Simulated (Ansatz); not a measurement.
Si₁₉AsH₃₂. Total charge 0; doublet. Geometry PBE-D4/def2-SVP, that of the charge -1 singlet; atoms count from 1.

Cartesian coordinates in Å:
```
Si 2.845 0.626 -3.115
Si 3.479 -3.220 1.953
Si 0.749 -0.804 3.504
As 2.003 -0.125 0.239
Si -0.587 -1.455 -2.205
Si -0.551 -2.242 0.022
Si -1.002 1.473 -0.737
Si -0.413 2.088 -4.202
Si -2.513 0.604 2.490
Si -4.424 -0.558 -0.501
Si 4.033 -1.354 0.625
Si 3.029 1.619 -1.003
Si 0.614 0.043 -3.590
Si 2.029 0.834 2.418
Si 2.225 -2.606 3.858
Si -1.110 -1.265 2.121
Si -0.756 3.304 -2.205
Si -1.770 2.473 1.252
Si -3.233 1.200 -1.534
Si -4.669 0.004 1.768
H 3.359 1.499 -4.239
H 3.735 -0.596 -3.068
H 4.726 -3.942 2.419
H 2.688 -4.199 1.124
H 0.254 -0.365 4.866
H -0.271 -2.802 -2.866
H -2.036 -1.248 -2.572
H 0.705 -3.049 0.265
H -1.625 -3.312 -0.106
H 0.531 2.725 -5.203
H -1.690 1.807 -4.957
H -2.511 0.767 3.999
H -3.685 -1.875 -0.537
H -5.780 -0.805 -1.130
H 5.137 -0.570 1.298
H 4.573 -1.844 -0.698
H 4.460 1.880 -0.588
H 2.246 2.893 -0.851
H 0.768 -0.758 -4.877
H 3.418 0.992 2.994
H 1.368 2.185 2.385
H 3.221 -2.188 4.920
H 1.507 -3.822 4.399
H -1.781 -2.435 2.820
H 0.492 4.137 -1.991
H -1.880 4.302 -2.417
H -0.694 3.157 2.071
H -2.929 3.454 1.210
H -3.290 0.933 -3.024
H -4.142 2.400 -1.323
H -5.233 -1.135 2.594
H -5.618 1.173 1.925
```

Single mean-field runs in def2-SVP are fitted with def2-universal-jkfit.

Problem. Estimate the Mulliken populations of the heavy atoms from the PBE0/def2-SVP orbitals of Ansatz.

Solution. 
| atom | charge (e) | spin (α − β) |
| --- | --- | --- |
| Si1 | 0.10 | 0.00 |
| Si2 | 0.03 | 0.00 |
| Si3 | -0.08 | 0.00 |
| As4 | -0.42 | 0.01 |
| Si5 | 0.00 | -0.01 |
| Si6 | 0.04 | 0.01 |
| Si7 | -0.27 | 0.79 |
| Si8 | 0.08 | -0.01 |
| Si9 | -0.09 | 0.00 |
| Si10 | 0.07 | 0.00 |
| Si11 | 0.15 | 0.04 |
| Si12 | 0.13 | 0.00 |
| Si13 | -0.14 | 0.00 |
| Si14 | 0.15 | 0.00 |
| Si15 | 0.10 | 0.00 |
| Si16 | -0.07 | 0.00 |
| Si17 | 0.07 | 0.03 |
| Si18 | 0.11 | 0.02 |
| Si19 | -0.02 | -0.02 |
| Si20 | 0.11 | 0.00 |
Mulliken values depend strongly on the basis.

Problem. Where does the spin sit?

Solution. Summed by element: Si 0.85, As 0.01, H 0.15, of 1 unpaired in all. Largest on single atoms: Si7 0.79, Si11 0.04, H26 0.04.

Problem. And the Mayer bond orders between heavy atoms (over 0.3)?

Solution. Si1–Si12 0.94 (2.34 Å); Si1–Si13 0.94 (2.35 Å); Si2–Si11 0.95 (2.36 Å); Si2–Si15 0.95 (2.36 Å); Si3–Si14 0.93 (2.35 Å); Si3–Si15 0.94 (2.36 Å); Si3–Si16 0.92 (2.36 Å); As4–Si11 0.89 (2.40 Å); As4–Si12 0.91 (2.37 Å); As4–Si14 0.91 (2.38 Å); Si5–Si6 0.93 (2.36 Å); Si5–Si13 0.91 (2.37 Å); Si6–Si16 0.92 (2.38 Å); Si7–Si17 0.92 (2.36 Å); Si7–Si18 0.92 (2.36 Å); Si7–Si19 0.89 (2.38 Å); Si8–Si13 0.93 (2.37 Å); Si8–Si17 0.92 (2.36 Å); Si9–Si16 0.92 (2.37 Å); Si9–Si18 0.93 (2.36 Å); Si9–Si20 0.94 (2.35 Å); Si10–Si19 0.95 (2.36 Å); Si10–Si20 0.94 (2.35 Å).
